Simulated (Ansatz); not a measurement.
`C[CH2][Sn][OH]` + `CC` → `C[CH2][Sn][CH2]C` + H₂O  (formal exchange of groups at the Sn–O bond)

Gas-phase electronic energies from Ansatz, PBE0-D4/def2-TZVP geometries. CCSD(T)/CBS is the MP2 limit (def2-TZVPP, def2-QZVPP) plus CCSD(T) − MP2 in def2-TZVPP, frozen cores. This one scheme is used for every species. Functionals use def2-TZVPP. def2 core potentials past Kr. For Sn outer-core shells are correlated without core-valence functions, which leaves a few kJ/mol of doubt a bond. One conformer a species, not always the lowest.

Question: Is it downhill or uphill in electronic energy at CCSD(T)/CBS, and by how much? (Best estimate.)

Answer: Computed: Uphill: ΔE = +103.1 kJ/mol.

Question: What do these levels give: BLYP-D4, B97M-V, r2SCAN0, LC-ωPBE, CCSD(T)/def2-TZVPP, HF/def2-QZVPP? (Estimate.)

Answer: The calculation gave: BLYP-D4 119.0, B97M-V 125.4, r2SCAN0 112.8, LC-ωPBE 115.8, CCSD(T)/def2-TZVPP 101.4, HF/def2-QZVPP 119.6 kJ/mol.

Largest T1 diagnostic among the species: 0.016.

The D4 term adds −11.9 kJ/mol with B3LYP and −6.9 kJ/mol with PBE0; it sums over pairs of atoms, weighted by their polarisabilities, and B3LYP, whose exchange is more repulsive, gets the larger term. At CCSD(T), def2-SVP lies +6.8 kJ/mol from the extrapolated value and def2-TZVPP −1.7 kJ/mol. From BLYP to BHLYP (50 % exact exchange), in def2-TZVPP and without D4, ΔE moves by −12.9 kJ/mol.

B3LYP here is the variant with VWN-RPA as its local correlation; programs differ in this.
